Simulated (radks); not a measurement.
All-electron atom: Sn V in [Kr] 4d10. Calculated with a radial shooting solver on a logarithmic mesh with Libxc functionals: Dirac Kohn-Sham, LDA (Slater exchange, Perdew-Wang correlation), spin-unpolarised, spherical densities, finite nucleus; Fermi nuclear charge, rms radius 4.6519 fm. Some entries of the table are withheld. Estimate them.

orbital  occ.  eigenvalue (hartree)  <1/r> (bohr^-1)  <r^2> (bohr^2)
1s1/2       2             -1065.828            53.03        0.001145
2s1/2       2             -162.2265            12.30         0.01854
2p1/2       2             -151.7287            12.29         0.01377
2p3/2       4             -143.2646            11.44         0.01508
3s1/2       2                   (1)            4.344          0.1320
3p1/2       2             -28.28440            4.256          0.1268
3p3/2       4             -26.73904            4.049          0.1354
3d3/2       4             -19.15413            3.897          0.1162
3d5/2       6             -18.83477            3.844          0.1187
4s1/2       2              -6.47232            1.712          0.7567
4p1/2       2              -5.04667            1.597          0.8514
4p3/2       4              -4.76431            1.529          0.9107
4d3/2       4              -2.51879            1.252           1.328
4d5/2       6              -2.47880            1.235           1.359
5s1/2       0              -1.71472           0.6481           4.537
5p1/2       0                   (2)           0.5738           5.731
5p3/2       0                   (3)           0.5573           6.041

Answer. 
(1) 3s1/2 eigenvalue (hartree): -32.55737
(2) 5p1/2 eigenvalue (hartree): -1.36606
(3) 5p3/2 eigenvalue (hartree): -1.32557
